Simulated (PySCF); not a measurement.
Structure with atom numbers: `[Cl:1][C@@H:2]1[C@@H:3]2[CH:4]=[CH:5][CH2:6][C@H:7]12` (H(Xn): hydrogen on atom n). Ha(C6) is cis to C2 on the ring; Hb(C6) is trans to C2 on the ring.

GIAO PBE0/pcSseg-1 shifts (PySCF 2.14, gas phase, non-relativistic, equivalent atoms averaged), each against references optimised in the same way as the molecule (HCl, TMS).

On the GFN2-xTB geometry: Cl1 37, C5 142.6, C4 135.9, C2 44.8, C6 37.5, C3 34.9, C7 26.0, H(C5) 5.89, H(C4) 5.79, H(C2) 3.31, Hb(C6) 2.72, Ha(C6) 2.60, H(C3) 2.32, H(C7) 1.79 ppm.

Question: What changes on the PBE0-D3(BJ)/def2-SVP geometry?

Answer: 
| atoms | δ (ppm) | change |
| --- | --- | --- |
| Cl1 | 32 | -5 |
| C5 | 142.4 | -0.2 |
| C4 | 136.5 | +0.6 |
| C2 | 45.2 | +0.4 |
| C6 | 35.6 | -1.9 |
| C3 | 33.8 | -1.1 |
| C7 | 24.9 | -1.1 |
| H(C5) | 5.79 | -0.10 |
| H(C4) | 5.74 | -0.05 |
| H(C2) | 3.04 | -0.27 |
| Hb(C6) | 2.58 | -0.14 |
| Ha(C6) | 2.47 | -0.13 |
| H(C3) | 2.16 | -0.16 |
| H(C7) | 1.64 | -0.15 |

Bonds between heavy atoms that differ most (equivalent bonds averaged): C4–C5 1.326 → 1.338 Å, C7–C3 1.516 → 1.525 Å, C3–C4 1.480 → 1.486 Å, Cl1–C2 1.754 → 1.758 Å, C6–C7 1.517 → 1.521 Å. Mean change of bonds to hydrogen: C–H +0.013 Å.
